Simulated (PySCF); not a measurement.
F₃HOZr, multiplicity 1. Atoms are numbered in the order given.

```xyz
6

Zr     0.0000     0.0000    -0.0079
F      1.5587    -0.8999    -0.6577
F      0.0000     1.7999    -0.6577
F     -1.5587    -0.8999    -0.6577
O      0.0000     0.0000     1.9017
H      0.0000     0.0000     2.8612
```
Charge 0, spin multiplicity 1.

Geometry: B3LYP-D3(BJ)/def2-SVP. The spin state was assumed, not searched. The def2 effective core potentials stand for the cores of Zr; spin–orbit coupling is left out. The values are those of a single conformer.

Computed with PBE0/def2-TZVP (PySCF).

ESP charges are fitted to the potential on shells at 1.4 to 2.0 van der Waals radii. Atomic charges (e):

```
atom  ESP fit  Mulliken  Löwdin
----  -------  --------  ------
Zr1      1.78      1.81    0.92
F2      -0.45     -0.47   -0.26
F3      -0.45     -0.47   -0.26
F4      -0.45     -0.47   -0.26
O5      -0.94     -0.75   -0.31
H6       0.52      0.35    0.18
```
